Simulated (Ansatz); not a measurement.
C2H6F2Si can be A, `FC[SiH2]CF`, or B, `CC[SiH](F)F`.

Gas-phase electronic energies from Ansatz, PBE0-D4/def2-TZVP geometries. CCSD(T)/CBS adds triple-zeta CCSD(T) − MP2 to the extrapolated MP2 energy (def2 sets, frozen cores). Functionals use def2-TZVPP. B3LYP here is the variant with VWN-RPA as its local correlation; programs differ in this. Each species was taken in one conformer, which may not be the lowest.

A:

```xyz
11

F    -1.1324   -0.5761   -1.8111
C    -1.4519    0.0254   -0.5957
Si   -0.1248   -0.3934    0.6861
C     1.5443    0.2661    0.0873
F     1.4733    1.6496   -0.0601
H    -2.4424   -0.3261   -0.2894
H    -1.5128    1.1068   -0.7564
H    -0.4965    0.2439    1.9773
H    -0.0184   -1.8670    0.8539
H     2.3512    0.0375    0.7909
H     1.8104   -0.1667   -0.8827
```

B:

```xyz
11

C     0.917    1.064    0.208
C     0.587   -0.381   -0.169
Si   -1.213   -0.787   -0.099
F    -1.771   -0.522    1.369
F    -2.024    0.180   -1.069
H     1.991    1.251    0.150
H     0.421    1.772   -0.460
H     0.595    1.292    1.226
H     1.110   -1.083    0.491
H     0.937   -0.607   -1.183
H    -1.552   -2.179   -0.464
```

(1) Which isomer does CCSD(T)/CBS put lower? Give the gap. (Estimate.)

(2) Give E(B) − E(A) in kcal/mol with ωB97M-V, CCSD/def2-TZVPP, B3LYP-D4, CCSD(T)/def2-TZVPP, B2PLYP, MP2/def2-TZVPP, HF/def2-TZVPP. (An estimate is asked.)

Largest T1 diagnostic: 0.011.

Results:

(1) Computed: B, by 114.4 kcal/mol.

(2) Computed: ωB97M-V -110.8, CCSD/def2-TZVPP -113.5, B3LYP-D4 -108.9, CCSD(T)/def2-TZVPP -113.0, B2PLYP -112.3, MP2/def2-TZVPP -118.2, HF/def2-TZVPP -113.6. None reverses the order clearly.

From PBE to PBE0 (25 % exact exchange), in def2-TZVPP and without D4, E(B) − E(A) moves by −3.9 kcal/mol.
